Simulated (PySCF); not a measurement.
A species of formula C9H12S has this rotational fingerprint, computed with PBE0-D3(BJ)/def2-SVP geometry optimisation, gas phase (PySCF):

* Rotational constants: A = 3403, B = 538.8, C = 488.2 MHz
* Dipole components: |μa| = 0.24 D, |μb| = 1.32 D, |μc| = 0.01 D
* Inertial defect: -51.36 u·Å²
* κ: -0.97

Question: Which structure is it? (One computed conformer of each.)
A. `[cH:1]1[cH:2][s:3][c:4]([CH:5]2[CH2:6][CH2:7][CH2:8][CH2:9]2)[cH:10]1` with S3–C4–C5–C6 -62°, C4–C5–C6–C7 125°, C5–C6–C7–C8 26°, C6–C7–C8–C9 -41°, C7–C8–C9–C5 40°
B. `[CH3:1][CH2:2][c:3]1[cH:4][cH:5][c:6]([S:7][CH3:8])[cH:9][cH:10]1` with C1–C2–C3–C4 96°, C5–C6–S7–C8 1°

Answer: B. It is CCc1ccc(SC)cc1, a near-prolate asymmetric top, point group C1. The candidates at the same level (rigid rotor, commonest isotopes):

```csv
SMILES,A (MHz),B (MHz),C (MHz),μa (D),μb (D),μc (D),Δ (u·Å²),point group,rotor
CCc1ccc(SC)cc1,3403,538.8,488.2,0.24,1.32,0.01,-51.36,C1,near-prolate asymmetric top
c1csc(C2CCCC2)c1,2835,712.7,668.6,0.40,0.54,0.06,-131.55,C1,near-prolate asymmetric top
```

`c1csc(C2CCCC2)c1` has C 37 % too high. No structure here is proved a minimum.
